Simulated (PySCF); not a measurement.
**La⁴⁶⁺: ionisation energy**

La⁴⁶⁺ [Ne] 3s1 [3s1/2^1, M_J = 1/2] → La⁴⁷⁺ [Ne], as a difference of total energies. Calculation: PySCF 2.14, in an even-tempered Gaussian basis (18 s from 11 bohr⁻², ratio 2.4; 14 p from 15 bohr⁻², ratio 2.4; 4 d from 46 bohr⁻², ratio 2.6; 4 f from 70 bohr⁻², ratio 2.6); the two-component X2C-1e Hamiltonian. Correlated levels: 1s2 frozen; the 54 highest virtual spinors dropped. "Screened" scales the spin-orbit matrix elements by Boettger's factors to mimic the two-electron term; Breit and QED terms are absent.

| method | ionisation energy (eV) |
| --- | --- |
| GHF (spin-free) | 3801.5 |
| GMP2 (spin-free) | 3802.3 |
| GHF (screened spin-orbit) | 3801.4 |
| GMP2 (screened spin-orbit) | 3802.1 |

Breit and QED terms and the two-electron picture change are absent.

For comparison: 3800 ± 4 eV (theoretical estimate listed by NIST; NIST Atomic Spectra Database, ionization energies).
